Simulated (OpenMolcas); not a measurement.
Os⁵⁺: effect of the IPEA shift

```yaml
Program: OpenMolcas 26.06
Basis: ANO-RCC-VTZP [8s7p5d3f2g1h]
Scalar_Hamiltonian: DKH2, point nucleus
Active_space: 3 electrons in 5 orbitals (5d)
State_averaging: 2S+1 = 4 even, 10 roots; 2S+1 = 2 even, 40 roots kept (CI in the orbitals of an earlier block)
Spin-orbit_coupling: state interaction with AMFI integrals over the reference wave functions, term energies averaged over their components
```

Methods on the same reference wave functions:
A. CASSCF
B. MS-CASPT2, IPEA 0 Eh, imaginary shift 0.1 Eh (closed shells correlated: 5s 5p)
C. MS-CASPT2, IPEA 0.25 Eh, imaginary shift 0.1 Eh (closed shells correlated: 5s 5p)

Energies in cm-1 above 5d3 4F 3/2, the measured ground level; measured values from the list in Brasseur, Palmeri and Quinet, Atoms 13, 11 (2025).

| Level | A | B | C | Measured |
| --- | --- | --- | --- | --- |
| 5d3 4F 3/2 | 0.0 | 0.0 | 0.0 | 0.0 |
| 5d3 4F 5/2 | 6133 | 6580 | 6550 | 6397 |
| 5d3 4F 7/2 | 11431 | 11680 | 11680 | 11444 |
| 5d3 4F 9/2 [55 %] | 15256 | 14900 | 14980 | 14678 |
| 5d3 4P 1/2 [66 %] | 19345 | 17130 | 17360 | 16772 |
| 5d3 2G 7/2 | 24890 | 23200 | 23450 | 22920 |
| 5d3 2H 9/2 [55 %] | 25668 | 24640 | 24720 | 24028 |
| 5d3 4P 5/2 | 27080 | 25390 | 25520 | 24828 |
| 5d3 2P 1/2 [66 %] | 32659 | 29370 | 29690 | 28860 |
| 5d3 2H 11/2 | 34711 | 33010 | 33140 | 32156 |
| 5d3 2D 5/2(1) | 38168 | 35000 | 35470 | 34418 |
| 5d3 2G 9/2 [56 %] | 39289 | 37660 | 37870 | 37019 |
| 5d3 2P 3/2 [56 %] | 44317 | 40840 | 41130 | 40203 |
| 5d3 2F 5/2 | 45334 | 40680 | 41020 | 39601 |
| 5d3 2F 7/2 | 45873 | 41440 | 41790 | 40447 |
| 5d3 2D 3/2(2) | 68024 | 62050 | 62300 |  |
| 5d3 2D 5/2(2) | 68500 | 62880 | 62950 | 61005 |

Deviations, from unrounded energies. A percentage is the sum of absolute deviations over the sum of measured energies, with the sign that they share, or ± where signs differ.

```tsv
Against measurement	Levels	A	B	C
mean absolute deviation (cm-1)	15	3000	640	840
fine structure of the ground term (%)	3	±2.6	+2.0	+2.1
other terms of the ground configuration (%)	12	+10.8	+2.2	+2.9
```

B lies closest to measurement on these levels and A furthest from it. The largest miss of B in the table is 5d3 2D 5/2(2), by +1900 cm-1. The ranking rests on the paired levels alone, and a cruder setting can come out closer through cancelling errors.

Between B and C the level of the table that moves most is 5d3 2D 5/2(1), by 480 cm-1 (lowest in B, highest in C). Moves below CASPT2's spread within the term are not significant.

The mean deviations of B to C differ by less than CASPT2's widest spread within a term (590 cm-1), so their order carries little weight.

From A to B the spin-free energies of the other terms of 5d3 shown, above 4F, scale by factors of 0.76 to 0.88, as is usual when dynamic correlation screens the repulsion within a d or f shell.

The lowest spin-free term lies below A's lowest term by 0.249 hartree in B, 0.244 hartree in C.

Term energies are means over components that CASPT2 splits; among the terms shown or strongly mixed into the levels shown the widest spread is 590 cm-1 (5d3 4F, B). Terms from blocks run as CI alone lack orbitals of their own. Without dynamic correlation excited terms often stand tens of per cent too high (terms of higher spin than the ground term too low), and those without a measured partner can miss by more than the paired ones (holds for A). Measured partners are found by configuration, term and J. A level has none where our copy of the source lacks it or the pairing is in doubt (some pairs that miss far off the trend of their configuration count as doubtful), and it then counts in no deviation. Only configurations of the active space appear. The table leaves out levels that lie high or whose names do not pair safely across all columns.

A share in square brackets marks a mixed level and gives the weight of the term that names it, the lowest over the columns. A number in round brackets counts repeated terms of one configuration in the order of the reference energies.
